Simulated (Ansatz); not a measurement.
C$_{2}$H$_{8}$BNSi, SMILES `C=NBC[SiH3]` at its PBE0-D4/def2-TZVP geometry, where that method's forces vanish. The species carries charge 0 and has multiplicity 1.

```xyz
13

C     0.9646   -2.2089    1.2567
N     0.9823   -1.0693    0.7686
B     0.9992    0.1772    0.2242
C    -0.2538    1.1216    0.2759
Si   -1.2290    1.0049   -1.3222
H     1.2883   -2.3979    2.2858
H     0.6261   -3.0756    0.6794
H     2.0103    0.5025   -0.3352
H     0.0568    2.1655    0.3849
H    -0.9330    0.8749    1.0972
H    -1.7705   -0.3702   -1.5001
H    -2.3742    1.9569   -1.3213
H    -0.3670    1.3185   -2.4940
```

Q: What forces (eV/Å) does B3LYP-D4/def2-TZVPP give on these atoms in Ansatz? (Estimate.)

A: Computed: 
```
C1  -0.009 -0.195  0.084
N2   0.011  0.096 -0.047
B3   0.164  0.044 -0.032
C4  -0.007  0.067  0.058
Si5 -0.126  0.002 -0.167
H6  -0.019 -0.011 -0.058
H7   0.020  0.033  0.047
H8  -0.103 -0.018  0.048
H9  -0.023 -0.052  0.018
H10  0.044  0.027 -0.029
H11  0.035  0.086  0.010
H12  0.067 -0.060 -0.005
H13 -0.055 -0.021  0.073
```

B3LYP here is the variant with VWN-RPA as its local correlation; programs differ in this.
